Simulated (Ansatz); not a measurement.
Sr4Te4⁺. The state is a doublet with charge 1. Geometry PBE-D4/def2-SVP; atoms count from 1.

```xyz
8

Sr   -2.193   -0.782   -0.820
Sr    1.563   -1.905    0.121
Sr   -0.438    0.815    2.722
Sr    1.031    1.715   -2.064
Te   -1.088   -2.095    1.841
Te   -1.324    2.263    0.019
Te    0.307   -1.239   -2.708
Te    2.142    1.227    0.888
```

In the def2 sets Sr, Te take a core potential; there is no spin–orbit coupling. The structure comes from a short search, and lower isomers may exist.

Estimate the Mulliken populations from the PBE0/def2-TZVP orbitals of Ansatz.


| atom | charge (e) | spin (α − β) |
| --- | --- | --- |
| Sr1 | 1.07 | 0.00 |
| Sr2 | 1.07 | 0.00 |
| Sr3 | 1.04 | -0.01 |
| Sr4 | 1.04 | -0.01 |
| Te5 | -0.90 | 0.00 |
| Te6 | -0.72 | 0.50 |
| Te7 | -0.90 | 0.00 |
| Te8 | -0.72 | 0.51 |
Mulliken values and Mayer orders depend strongly on the basis.

Where does the spin sit?

Summed by element: Sr -0.01, Te 1.01, of 1 unpaired in all. Largest on single atoms: Te8 0.51, Te6 0.50, Sr3 -0.01.

And the Mayer bond orders between bonded heavy atoms (over 0.3)?

Sr1–Te5 0.56 (3.17 Å); Sr1–Te6 0.42 (3.28 Å); Sr1–Te7 0.56 (3.17 Å); Sr2–Te5 0.56 (3.17 Å); Sr2–Te7 0.56 (3.17 Å); Sr2–Te8 0.42 (3.28 Å); Sr3–Te5 0.67 (3.11 Å); Sr3–Te6 0.46 (3.19 Å); Sr3–Te8 0.46 (3.19 Å); Sr4–Te6 0.46 (3.19 Å); Sr4–Te7 0.67 (3.11 Å); Sr4–Te8 0.46 (3.19 Å). Values over 0.3 also appear between atoms too far apart for a bond (Te6–Te8 0.35 at 3.72 Å); they arise where an orbital or an unpaired electron spreads over both atoms.
